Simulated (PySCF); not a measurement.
**Electric field gradients and quadrupole coupling constants**

Compound: C7H11BO2.
Cartesian coordinates in Å at the PBE0-D3(BJ)/def2-SVP level; atoms count from 1:
```
atom  x, y, z in Å
C1    -2.9539   -1.1218    0.8536
C2    -2.3488   -0.0275    0.3891
C3    -0.8946    0.0750    0.1433
C4    -0.1864    0.4040   -1.1956
C5     0.9727    0.2179   -0.1680
B6     2.5186    0.3384   -0.4659
O7     3.1420    1.5444   -0.5489
O8     3.2922   -0.7597   -0.6747
C9     0.1768   -1.0164    0.3491
C10    0.1004    1.0666    0.8011
H11   -4.0334   -1.1529    1.0212
H12   -2.3850   -2.0295    1.0821
H13   -2.9391    0.8703    0.1664
H14   -0.2674   -0.3539   -1.9913
H15   -0.3302    1.4211   -1.5956
H16    2.5384    2.2710   -0.3742
H17    2.7847   -1.5715   -0.5936
H18    0.3712   -1.3272    1.3889
H19    0.1176   -1.8871   -0.3260
H20    0.2842    0.9319    1.8793
H21   -0.0336    2.1320    0.5476
```

Field gradients from the PBE0/pcSseg-1 density (PySCF, non-relativistic), principal values in atomic units, ordered |Vxx| ≤ |Vyy| ≤ |Vzz|:

```
atom      Vxx      Vyy     Vzz
  B6  -0.1386  -0.2166  0.3553
  O7  -0.5340  -0.8383  1.3722
  O8  -0.5497  -0.8147  1.3644
```

Q: Find the asymmetry η = (Vxx − Vyy)/Vzz and the couplings χ = eQV/h (234.96 MHz × Q in barn × V in au), with Q(11B) = 0.04059 b, Q(17O) = −0.0256 b.

A: 
| atom | environment | nucleus | η | χzz (MHz) | χxx (MHz) | χyy (MHz) |
| --- | --- | --- | --- | --- | --- | --- |
| B6 | three-coordinate boron | 11B | 0.22 | 3.388 | -1.322 | -2.066 |
| O7 | boron-bound oxygen | 17O | 0.22 | -8.25 | 3.21 | 5.04 |
| O8 | boron-bound oxygen | 17O | 0.19 | -8.21 | 3.31 | 4.90 |

Q: What is Vzz at O8 in SI units (1 au = 9.71736 × 10²¹ V/m²)?

A: 1.3644 au = 13.258 × 10²¹ V/m².

Were the hydrogens deuterons (Q(2H) = 0.00286 b), χzz would run from 193 kHz (H19, H21, H18, H20 and 2 more) to 320 kHz (H16).

The structure is a single PBE0-D3(BJ)/def2-SVP conformer in the gas phase; no vibrational or solvent corrections. With a basis this small, the couplings can be 20 % off.

The run behind these numbers computed NMR shieldings as well. The run took 46 s of wall time on Arm Neoverse V2, one thread, no GPU (shared host), and the process peaked at 1.1 GiB of memory.
